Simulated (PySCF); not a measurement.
Energy of Cu(2+) (copper, charge +2) between two integer charges

The 3d beta orbital of [Ar] 3d9 is emptied in steps (occupation f), with all orbitals relaxed, ending at [Ar] 3d8. Calculation: PySCF 2.14, in def2-SVP; no relativity, point nucleus. The exact energy is a straight line in f; departures are measured from the line between the end points of the same method.

Among UHF, LDA, PBE, which shows the largest delocalisation error (convex curve), and which is closest to linear?

Most convex: LDA (-2.453 eV at f = 0.5); closest to linear: UHF (0.841 eV).

| f | UHF (eV) | LDA (eV) | PBE (eV) |
| --- | --- | --- | --- |
| 1 | 0.000 | 0.000 | 0.000 |
| 0.75 | 0.660 | -1.819 | -1.769 |
| 0.5 | 0.841 | -2.453 | -2.381 |
| 0.25 | 0.603 | -1.861 | -1.801 |
| 0 | 0.000 | 0.000 | 0.000 |

```tsv
method	E(f=0) − E(f=1) (eV)	−ε at f=1 (eV)	−ε at f=0.5 (eV)
UHF	34.979	38.666	34.826
LDA	39.001	29.409	38.890
PBE	38.334	28.986	38.248
```

Reference removal energy between the ground levels: 36.841 ± 0.012 eV (measured; NIST Atomic Spectra Database, ionization energies). The calculation has no spin-orbit coupling. The determinant left behind need not be the lowest term of the ion. UHF lacks correlation.
